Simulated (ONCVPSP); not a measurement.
## An all-electron radial function and its pseudo partner (sulfur (S))

Columns: radius, all-electron u(r) and pseudo u(r) of the 3p shell (level -7.01 eV) of sulfur in the configuration [Ne] 3s2 3p4; PBE, scalar-relativistic, ONCV scheme, ONCVPSP 4.0.1.

```json
{"r (bohr)": "0.080", "all-electron": "-0.1204", "pseudo": "0.0051"}
{"r (bohr)": "0.160", "all-electron": "-0.2637", "pseudo": "0.0200"}
{"r (bohr)": "0.240", "all-electron": "-0.3272", "pseudo": "0.0441"}
{"r (bohr)": "0.320", "all-electron": "-0.3124", "pseudo": "0.0766"}
{"r (bohr)": "0.400", "all-electron": "-0.2434", "pseudo": "0.1166"}
{"r (bohr)": "0.480", "all-electron": "-0.1430", "pseudo": "0.1634"}
{"r (bohr)": "0.560", "all-electron": "-0.0284", "pseudo": "0.2158"}
{"r (bohr)": "0.640", "all-electron": "0.0886", "pseudo": "0.2723"}
{"r (bohr)": "0.720", "all-electron": "0.2006", "pseudo": "0.3309"}
{"r (bohr)": "0.800", "all-electron": "0.3035", "pseudo": "0.3895"}
{"r (bohr)": "0.880", "all-electron": "0.3949", "pseudo": "0.4468"}
{"r (bohr)": "0.960", "all-electron": "0.4743", "pseudo": "0.5015"}
{"r (bohr)": "1.040", "all-electron": "0.5418", "pseudo": "0.5529"}
{"r (bohr)": "1.120", "all-electron": "0.5976", "pseudo": "0.5998"}
{"r (bohr)": "1.200", "all-electron": "0.6422", "pseudo": "0.6410"}
{"r (bohr)": "1.280", "all-electron": "0.6765", "pseudo": "0.6749"}
{"r (bohr)": "1.360", "all-electron": "0.7015", "pseudo": "0.7006"}
{"r (bohr)": "1.440", "all-electron": "0.7181", "pseudo": "0.7179"}
{"r (bohr)": "1.520", "all-electron": "0.7275", "pseudo": "0.7275"}
{"r (bohr)": "1.600", "all-electron": "0.7307", "pseudo": "0.7306"}
{"r (bohr)": "1.680", "all-electron": "0.7285", "pseudo": "0.7285"}
{"r (bohr)": "1.760", "all-electron": "0.7218", "pseudo": "0.7218"}
{"r (bohr)": "1.840", "all-electron": "0.7115", "pseudo": "0.7115"}
{"r (bohr)": "1.920", "all-electron": "0.6981", "pseudo": "0.6981"}
{"r (bohr)": "2.000", "all-electron": "0.6824", "pseudo": "0.6823"}
{"r (bohr)": "2.080", "all-electron": "0.6647", "pseudo": "0.6647"}
```

Q: How many radial nodes do the two functions have?

A: The all-electron 3p function has n − l − 1 = 1; the pseudo-wave has 0, since the states of the same l below it are removed with the core.

Q: At about which radius was the pseudo-wave matched?

A: 1.60 bohr. The columns agree to 0.0005 from 1.44 bohr on; several derivatives are matched, so the curves merge somewhat inside the radius.

Q: Where does each function peak?

A: Outermost all-electron maximum near 1.60 bohr, pseudo maximum near 1.60 bohr (to the table’s step).

Q: Is the pseudo-wave norm-conserving?

A: Yes: the ONCV scheme keeps the norm inside the radius equal to the all-electron one, which fixes the energy derivative of the logarithmic derivative at the level.
